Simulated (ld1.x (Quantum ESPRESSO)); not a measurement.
## Configuration tests for tellurium (Te) (TM semilocal)

```
Element                 : tellurium
Generator               : ld1.x (Quantum ESPRESSO) 7.5
Type                    : norm-conserving Troullier–Martins (semilocal form)
Functional              : LDA (PZ)
Relativity              : scalar-relativistic
Frozen core             : [Ar] 3d10
Valence charge          : 24
Reference configuration : 4s2 4p6 4d10 5s1.75 5p4.25
Partial waves           : 4p (bound): rc 1.40 bohr; 4d (bound): rc 0.85 bohr; 4s (bound): rc 1.20 bohr
Local potential         : the s channel
Core correction         : none
```

Occupied shells without a wave of their own: 5p, 5s. They enter only through the test configuration that unscreens the potential.

Energies are relative to the spin-unpolarised reference configuration 4s2 4p6 4d10 5s1.75 5p4.25; without spin polarisation the order of configurations can differ from experiment. Spin-polarised rows fill each open shell by Hund’s rule, majority spin first.

| valence configuration | charge | ΔE all-electron (eV) | error AE − PS (meV) |
| --- | --- | --- | --- |
| 4s2 4p6 4d10 5s2 5p4 | 0 | -2.318 | +817 |
| 4s2 4p6 4d10 5s2 5p3 | +1 | 7.598 | -218 |
| 4s2 4p6 4d10 5s2 5p2 | +2 | 25.772 | -1739 |
| 4s2 4p6 4d10 5s0 5p6 | 0 | 16.597 | -6109 |
| 4s2 4p6 4d10 5s1 5p4 | +1 | 17.528 | -3751 |
| 4s2 4p6 4d9 5s2 5p5 | 0 | 35.834 | +2148 |
| 4s2 4p6 4d10 5s1.75 5p4.25 (spin-polarised) | 0 | -0.487 | +16 |

Q: What are ΔE and the potential's error for 4s2 4p6 4d10 5s2 5p4 (spin-polarised)?

A: ΔE = -2.798 eV all-electron; the error (AE − PS) is +842 meV.

Q: What are ΔE and the potential's error for 4s2 4p6 4d10 5s1 5p5?

A: ΔE = 7.035 eV all-electron; the error (AE − PS) is -2534 meV.

Levels in the configuration 4s2 4p6 4d10 5s1.75 5p4.25 (spin-polarised):

```json
{"level": "4s up", "all-electron (eV)": "-164.333", "pseudo (eV)": "-164.405"}
{"level": "4p up", "all-electron (eV)": "-114.540", "pseudo (eV)": "-114.598"}
{"level": "4d up", "all-electron (eV)": "-42.079", "pseudo (eV)": "-42.122"}
{"level": "5s up", "all-electron (eV)": "-15.983", "pseudo (eV)": "-20.110"}
{"level": "5p up", "all-electron (eV)": "-6.665", "pseudo (eV)": "-7.521"}
{"level": "4s down", "all-electron (eV)": "-164.210", "pseudo (eV)": "-164.141"}
{"level": "4p down", "all-electron (eV)": "-114.401", "pseudo (eV)": "-114.346"}
{"level": "4d down", "all-electron (eV)": "-41.840", "pseudo (eV)": "-41.799"}
{"level": "5s down", "all-electron (eV)": "-14.951", "pseudo (eV)": "-19.091"}
{"level": "5p down", "all-electron (eV)": "-5.691", "pseudo (eV)": "-6.508"}
```

These tests converged, but a pseudo level misses the all-electron one widely, so the file describes the atom poorly there or has found another state: 4s2 4p6 4d10 5s2 5p4: 5s by 4.0 eV; 4s2 4p6 4d10 5s2 5p3: 5s by 4.7 eV; 4s2 4p6 4d10 5s2 5p2: 5s by 5.4 eV; 4s2 4p6 4d10 5s0 5p6: empty 5s by 4.8 eV; 4s2 4p6 4d10 5s1 5p4: 5s by 5.1 eV; 4s2 4p6 4d10 5s1 5p5: 5s by 4.4 eV; 4s2 4p6 4d9 5s2 5p5: 5s by 4.5 eV. The 5p, 5s levels have no wave, so the channel is fitted at the deeper level alone: the likely source of the large errors.

The potential misses its own reference levels by up to 4.1 eV, so it is not fit for use.
